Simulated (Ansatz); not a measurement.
A nudged elastic band was laid between two geometries of CH$_{11}$GeNSi$_{2}$ (16 atoms, charge 0, multiplicity 1).

Computed with Ansatz 0.2.0, RHF/def2-SVP.

```yaml
movable_images: 7
climbing_image: yes
spring: 5.0 eV/Å²
optimiser: quadratic models (default)
start_path: IDPP
force_threshold: 0.05 eV/Å
iteration_limit: 54
end_points: relaxed
```

First end point:

```xyz
16
Properties=species:S:1:pos:R:3
C 0.677 2.241 0.149
Si 1.519 0.760 0.971
Ge 1.025 -1.280 -0.229
Si -1.341 -1.745 -0.146
N -2.186 -0.372 -0.795
H 0.829 3.150 0.735
H 1.083 2.411 -0.850
H -0.396 2.064 0.056
H 1.031 0.605 2.367
H 2.989 0.970 1.029
H 1.462 -1.130 -1.701
H 1.815 -2.464 0.359
H -1.779 -1.905 1.263
H -1.629 -3.034 -0.835
H -1.954 -0.028 -1.707
H -3.168 -0.267 -0.623
```

Last end point:

```xyz
16
Properties=species:S:1:pos:R:3
C 0.547 2.532 1.131
Si 1.504 0.900 1.217
Ge 0.866 -0.599 -0.572
Si -1.450 -1.309 -0.462
N -1.962 -2.367 -1.732
H 0.847 3.197 1.944
H 0.737 3.045 0.187
H -0.528 2.362 1.214
H 1.239 0.229 2.517
H 2.964 1.167 1.139
H 1.122 0.104 -1.923
H 1.784 -1.839 -0.542
H -2.298 -0.092 -0.498
H -1.649 -2.007 0.831
H -1.669 -3.325 -1.740
H -2.077 -2.022 -2.665
```

**Question.** What changes between the two ends?

**Answer.** No bond is made or broken. The dihedral Si2–Ge3–Si4–N5 goes from 57 to 179°.

**Question.** What energy profile does the band end with?

**Answer.** The run converged. The highest image is number 5 of 0 to 8, 0.070 eV above the first end and 0.005 eV above the last; the last end lies 0.064 eV above the first. Beside the main top the profile has a ripple of under 15 meV (maxima at images 3, 5), which may be a very shallow well or noise. The top lies less than 8 meV above the higher end, about what the thresholds resolve: that end is a shoulder or a very shallow well. A vibrational analysis at the climbing image gives one clearly imaginary mode, 148i cm⁻¹: a first-order saddle point.

| image | path coordinate (Å) | energy (eV) | dihedral Si2–Ge3–Si4–N5 (°) |
| --- | --- | --- | --- |
| 0 | 0.00 | 0.000 | 57 |
| 1 | 1.43 | 0.019 | 78 |
| 2 | 2.86 | 0.054 | 103 |
| 3 | 4.28 | 0.066 | 129 |
| 4 | 5.71 | 0.053 | 156 |
| 5 | 7.14 | 0.070 | 179 |
| 6 | 7.42 | 0.068 | 177 |
| 7 | 7.70 | 0.065 | 176 |
| 8 | 7.97 | 0.064 | 179 |

**Question.** What is the geometry of the highest image?

**Answer.** 
```xyz
16
Properties=species:S:1:pos:R:3:forces:R:3
C 0.823 2.308 1.417 0.00 0.00 0.00
Si 1.654 0.622 1.196 0.00 0.00 0.00
Ge 0.780 -0.548 -0.733 0.00 0.00 0.00
Si -1.546 -1.179 -0.497 0.01 -0.02 -0.01
N -2.191 -2.002 -1.870 -0.02 0.05 0.02
H 1.226 2.825 2.291 0.00 0.00 0.00
H 0.989 2.941 0.543 0.00 0.00 0.00
H -0.255 2.201 1.557 0.00 0.00 0.00
H 1.429 -0.214 2.404 0.00 0.00 0.00
H 3.121 0.800 1.041 0.00 0.00 0.00
H 0.947 0.346 -1.980 0.00 0.00 0.00
H 1.626 -1.814 -0.981 0.00 0.00 0.00
H -2.366 0.044 -0.312 0.00 0.00 0.00
H -1.650 -1.996 0.739 0.00 0.00 0.00
H -1.763 -2.800 -2.294 0.01 0.00 0.00
H -2.849 -1.557 -2.478 0.00 -0.02 -0.02
```

The band took 31 iterations and about 28 core-minutes.

Run time: 14 min on 2 threads of Arm Neoverse V1 (shared host), peak memory 0.47 GiB.
